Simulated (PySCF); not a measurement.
## Relaxation of singlet Na₂Cl₂

Level of theory: PySCF, PBE0, basis Na def2-TZVP, Cl def2-TZVP (no relativity, density fitting). A (50,194) grid was used.

A hand-made linear X-M-M-X start, of D∞h symmetry, held to at least that symmetry:

```xyz
4
charge 0 multiplicity 1, angstrom
Na    0.0000    0.0000    1.5500
Na    0.0000    0.0000   -1.5500
Cl    0.0000    0.0000    4.0900
Cl    0.0000    0.0000   -4.0900
```

(1) What forces act on the atoms at the start (eV/Å)?

(2) What does it relax to?

(3) How much energy is released, and in how many steps?

## Answers

(1) 
```
atom    Fx    Fy     Fz
 Na1  0.00  0.00   1.59
 Na2  0.00  0.00  -1.59
 Cl3  0.00  0.00  -1.04
 Cl4  0.00  0.00   1.04
```

(2) It ends at D∞h with Na–Cl 2.357 Å (×2) (after a last refinement on a finer grid). The molecule has come apart into NaCl + NaCl. No frequency check is given, so it may be a saddle point.

(3) 98.2 kJ/mol in 24 steps.

The relaxation took 49 s on 2 threads of a shared Arm Neoverse V2 host, with 138 basis functions and 25 gradients.
